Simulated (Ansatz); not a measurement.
Ansatz (a program for electronic structure) input:

Ansatz 0.2 input:
```yaml
crystal:
  periodic: [false, false, false]
  atoms:
    - {symbol: N, position_ang: [1.29605918, -1.54998278, 0.29358705]}
    - {symbol: B, position_ang: [0.03366458, -0.96354626, 0.11486434]}
    - {symbol: N, position_ang: [-1.18387346, -1.66099294, 0.08919333]}
    - {symbol: Br, position_ang: [-0.03463500, 0.99132171, -0.11817545]}
    - {symbol: H, position_ang: [2.14102533, -1.00871317, 0.30475373]}
    - {symbol: H, position_ang: [1.43456704, -2.53786840, 0.42046456]}
    - {symbol: H, position_ang: [-2.06396368, -1.19694269, -0.04181751]}
    - {symbol: H, position_ang: [-1.25302665, -2.65817417, 0.19895562]}
basis:
  gaussian:
    orbitals: aug-cc-pVTZ
magnetization: {spin_polarized: false}
correlation: {method: ccsd_t, electrons: outside_noble_gas}
```

Question: Predict the final energy.

Answer: -2709.32905 Eh (CCSD(T)/aug-cc-pVTZ). The basis has 289 functions.
